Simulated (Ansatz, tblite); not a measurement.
Isomers of B9 (doublet), found by a short tight-binding search and relaxed with PBE-D4/def2-SVP in Ansatz.

The xTB rows come from tblite.

Run but left out: HF/def2-SVP, PBE-QIDH/def2-TZVP, MP2/def2-SVP, CCSD/def2-SVP, CCSD(T)/def2-SVP (B: ⟨S²⟩ 1.17 to 1.74, where a pure state has 0.75).

A further structure is left out (⟨S²⟩ 1.23 to 1.79, where a pure state has 0.75); at PBE0-D4/def2-TZVP its energy lies 1.28 eV above the lowest shown.

B: At r2SCAN-D4/def2-TZVP, r2SCANh-D4/def2-TZVP the charge 0 doublet is spin-contaminated (final ⟨S²⟩ up to 0.94, 0.75 for a pure state).

Other spin states were run for one of them alone.

A:

Cartesian coordinates in Å:
```
B 1.0747 0.8480 -1.5888
B 1.5714 -0.9719 0.6305
B 1.8220 -0.1055 -0.6333
B -1.0684 -0.8269 1.5589
B 0.3881 -1.2941 1.5642
B -1.5453 0.9727 -0.6436
B -0.3828 1.3171 -1.5966
B -0.0174 -0.0604 0.0885
B -1.8421 0.1211 0.6202
```

B:

Cartesian coordinates in Å:
```
B 1.017 0.739 0.145
B -0.473 -0.805 -1.171
B -0.598 -1.488 0.801
B -0.307 0.812 -1.136
B 0.913 -0.851 0.045
B -0.023 -2.150 -0.480
B 0.224 2.122 -0.415
B -0.395 0.030 1.290
B -0.359 1.590 0.920
```

**Question.** Estimate which lies lowest at each level, and how far above it the others are (eV).

**Answer.** 
| level | A | B |
| --- | --- | --- |
| GFN1-xTB | 0.00 | 2.69 |
| GFN2-xTB | 0.00 | 1.58 |
| PBE-D4/def2-TZVP | 0.00 | 0.60 |
| r2SCAN-D4/def2-TZVP | 0.00 | 0.73 |
| r2SCANh-D4/def2-TZVP | 0.00 | 0.71 |
| PBE0-D4/def2-TZVP | 0.00 | 0.63 |
Point groups (tolerance 0.1 Å): A not assigned, B not assigned. Lower isomers may exist.
